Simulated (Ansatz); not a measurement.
The lowest doublet and quartet of CH (SMILES [CH]); geometries from B3LYP-D3(BJ)/def2-TZVP, each state relaxed from the structure named, with no frequency check.
Doublet (charge 0, multiplicity 2):
```xyz
2

C      0.00000     0.00000    -0.16050
H      0.00000     0.00000     0.96301
```

A positive gap puts the quartet lower; no zero-point energy. U- takes an unrestricted doublet. The quartet is unrestricted in single-reference levels.

Correlated levels freeze the cores.

The values were computed with Ansatz (a first-principles code) with Gaussian orbitals. 

One of these levels gives -8.21 kcal/mol for the gap E(doublet) − E(quartet), vertical, at the doublet's geometry. Name it.
A) U-BHLYP/def2-TZVPP
B) U-CCSD(T)/cc-pVDZ (spin-contaminated)
C) U-MP2/cc-pVQZ (spin-contaminated)
D) U-B2PLYP/def2-TZVPP (spin-contaminated)

C, U-MP2/cc-pVQZ (spin-contaminated). The others give -20.63 (U-BHLYP/def2-TZVPP), -18.75 (U-B2PLYP/def2-TZVPP (spin-contaminated)), -12.91 (U-CCSD(T)/cc-pVDZ (spin-contaminated))

Doubts at one or more of the structures used: T1 above 0.05 (U-CCSD(T)/cc-pVDZ (spin-contaminated)).
